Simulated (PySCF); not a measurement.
B(Cl)(GeH3)(OH) (BClGeH₄O), SMILES O[B](Cl)[GeH3].

The structure is a stationary point at B3LYP-D3(BJ)/def2-SVP. The structure was generated by enumeration, and PubChem lists no compound with its InChIKey, so it may never have been made. Other conformers were not sampled.

The numbers are results of TDDFT-PBE/def2-SVPD (PySCF), not measurements.

Vertical excitations.  State labels are in the subgroup Cs.

| state | symmetry | energy (eV) | λ (nm) | f | main pairs |
|---|---|---|---|---|---|
| S1 | A" | 5.47 | 227 | 0.005 | HOMO→LUMO 94 % |
| S2 | A" | 6.18 | 201 | 0.011 | HOMO−1→LUMO 92 % |
| S3 | A" | 6.41 | 194 | 0.000 | HOMO−4→LUMO 98 % |
| S4 | A' | 6.41 | 193 | 0.017 | HOMO−2→LUMO 79 % |
| S5 | A' | 6.48 | 191 | 0.156 | HOMO→LUMO+1 83 %, HOMO−2→LUMO 13 % |
| S6 | A' | 6.88 | 180 | 0.052 | HOMO−3→LUMO 79 % |
| S7 | A' | 7.26 | 171 | 0.016 | HOMO−1→LUMO+1 74 %, HOMO→LUMO+2 22 % |
| S8 | A' | 7.35 | 169 | 0.026 | HOMO→LUMO+2 51 %, HOMO−1→LUMO+1 24 %, HOMO→LUMO+3 15 % |
| S9 | A" | 7.37 | 168 | 0.006 | HOMO−2→LUMO+1 97 % |
| S10 | A" | 7.59 | 163 | 0.020 | HOMO−3→LUMO+1 97 % |
| T1 | A" | 4.70 | 264 | 0 | HOMO→LUMO 97 % |
| T2 | A" | 5.86 | 212 | 0 | HOMO−1→LUMO 97 % |
| T3 | A' | 5.87 | 211 | 0 | HOMO−2→LUMO 97 % |
| T4 | A' | 6.02 | 206 | 0 | HOMO−3→LUMO 97 % |
Triplets are in the Tamm–Dancoff approximation, which puts them higher than full response would, so one can lie above its singlet here.
